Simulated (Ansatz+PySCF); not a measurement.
The numbers below are computed, except where a source is named.
Input for PySCF 2.14.0:

```python
from pyscf import gto, scf

mol = gto.M(atom="""
Ge -0.035570 0.026150 0.023470
H 0.895070 0.919550 0.925090
H 0.925420 -0.855380 -0.882020
H -0.842490 0.905010 -0.874510
H -0.905140 -0.842360 0.875140
""", basis='def2-svp', charge=0, spin=0)
mf = scf.UHF(mol)
mf.init_guess = 'atom'
mf.kernel()
while True:  # follow internal instabilities
    mo, _, stable, _ = mf.stability(return_status=True)
    if stable: break
    mf.kernel(mf.make_rdm1(mo, mf.mo_occ))
print(mf.converged, mf.e_tot, mf.spin_square()[0])
```

The script is written out from the run's settings.

Results

```yaml
Converged: yes
Total_energy: -2077.41106 hartree
Spin_squared_of_the_determinant: 0.000
```
